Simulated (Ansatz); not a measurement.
`OC[O][SnH3]` + `C#CNC` → `C#C[NH][SnH3]` + `COCO`  (formal exchange of groups at the Sn–O bond)

Gas-phase electronic energies from Ansatz, PBE0-D4/def2-TZVP geometries. CBS: MP2 limit from def2 TZ/QZ plus the TZ coupled-cluster correction, frozen cores. This one scheme is used for every species. Functionals use def2-TZVPP. B3LYP here is the variant with VWN-RPA as its local correlation; programs differ in this. Elements past krypton have def2 core potentials. For Sn outer-core shells are correlated without core-valence functions, which leaves a few kJ/mol of doubt a bond. One conformer a species, not always the lowest.

| species | B3LYP-D4 energy (Eh) |
| --- | --- |
| `OC[O][SnH3]` | -406.61152 |
| `C#CNC` | -172.07474 |
| `C#C[NH][SnH3]` | -348.31643 |
| `COCO` | -230.36446 |

Q: Work out ΔE.

A: ΔE = (-348.31643) + (-230.36446) − (-406.61152) − (-172.07474) = 0.00537 Eh = +14.1 kJ/mol. CCSD(T)/CBS gives +15.5 kJ/mol.

Largest T1 diagnostic among the species: 0.014.
